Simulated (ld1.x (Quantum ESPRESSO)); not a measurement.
## gold (Au), TM semilocal: configuration errors across variants

ld1.x (Quantum ESPRESSO) 7.5 input, shortened:

```
&input
   title='Au', zed=79., rel=1, dft='PBE', iswitch=3,
   config='[Xe] 4f14 5d9.5 6s0 6p0'
 /
 &inputp
   pseudotype=1, tm=.true., lloc=0,
   nlcc=.false.
 /
3
5P  2  1   6.00   0.00  1.45  1.45  0.0
5D  3  2   9.50   0.00  2.20  2.20  0.0
6S  1  0   0.00   0.00  1.95  1.95  0.0
 &test
   configts(1)='5p6 5d9.5 6s0 6p0'
 /
```

All-electron excitation energies from the reference (eV): (1) 5p6 5d10 6s1 6p0 -18.512; (2) 5p6 5d10 6s0 6p0 -9.103; (3) 5p6 5d9 6s0 6p0 12.105; (4) 5p6 5d8 6s0 6p0 45.982; (5) 5p6 5d7 6s0 6p0 93.694; (6) 5p6 5d9 6s2 6p0 -16.818; (7) 5p6 5d9 6s1 6p1 -11.015.

In the semilocal form every listed channel keeps its own potential, so the choice of the local channel does not act on these tests. It acts once the file is put into the separable form.

A semilocal file is local in each channel, so a ghost entry of none says nothing of the separable form that plane-wave codes build from it.

2 further variants failed, have other tests or too few solved ones, and are left out.

Errors AE − PS in meV (a dash: test not solved or not reliable):

| change | (1) | (2) | (3) | (4) | (5) | (6) | (7) | bound ghosts |
| --- | --- | --- | --- | --- | --- | --- | --- | --- |
| base | +5.1 | +0.4 | -2.5 | -13 | -26 | -25 | +109 | none |
| wave 6s (bound): rc 1.95 bohr becomes 6s (bound): rc 2.72 bohr | +2.3 | +0.4 | -2.5 | -13 | -26 | -12 | +117 | none |
| wave 5d (bound): rc 2.20 bohr becomes 5d (bound): rc 1.56 bohr | +7.0 | +1.4 | -1.7 | -6.2 | -16 | -30 | +106 | none |
| local potential the p channel | +5.1 | +0.4 | -2.5 | -13 | -26 | -25 | +109 | none |

(1) Give the same row for: wave 5p (bound): rc 1.45 bohr becomes 5p (bound): rc 1.58 bohr.

Results:

(1) +5.1, +0.5, -2.5, -12, -22, -25, +169; bound ghosts: none.
